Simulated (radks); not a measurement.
Q: The phosphorus ion P3+, configuration [Ne] 3s2 (the NIST ground configuration). Method: Dirac Kohn-Sham, BLYP, spin-unpolarised, spherical densities, finite nucleus; Fermi nuclear charge, rms radius 3.1889 fm; computed with a radial shooting solver on a logarithmic mesh with Libxc functionals. Some entries of the table are withheld. Estimate them.

orbital,occ.,eigenvalue (Ry),r(max) (bohr),<r> (bohr)
1s1/2,2,(1),0.06763,0.1036
2s1/2,2,-15.59733,0.4183,0.5187
2p1/2,2,-12.02973,(2),0.4816
2p3/2,4,-11.96157,(3),0.4838
3s1/2,2,-3.35031,(4),1.669
3p1/2,0,-2.60201,(5),1.841
3p3/2,0,-2.59500,(6),1.845

A: 
(1) 1s1/2 eigenvalue (Ry): -156.2013
(2) 2p1/2 r(max) (bohr): 0.3516
(3) 2p3/2 r(max) (bohr): 0.3533
(4) 3s1/2 r(max) (bohr): 1.465
(5) 3p1/2 r(max) (bohr): 1.592
(6) 3p3/2 r(max) (bohr): 1.597
